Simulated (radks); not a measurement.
Results of a calculation; reference values are marked as such.
Q: Species: Mg2+. Configuration: [Ne] (the NIST ground configuration). Code: a radial shooting solver on a logarithmic mesh with Libxc functionals. Model: non-relativistic Kohn-Sham, exchange-only LDA, spin-polarised, spherical densities, point nucleus. Some entries of the table are withheld. Estimate them.

| orbital | occ. | eigenvalue (eV) | <r^2> (bohr^2) |
|---|---|---|---|
| 1s | 2 | (1) | (2) |
| 2s | 2 | (3) | (4) |
| 2p | 6 | (5) | 0.6038 |

A: 
(1) 1s eigenvalue (eV): -1269.066
(2) 1s <r^2> (bohr^2): 0.02327
(3) 2s eigenvalue (eV): -97.1980
(4) 2s <r^2> (bohr^2): 0.5915
(5) 2p eigenvalue (eV): -64.9294
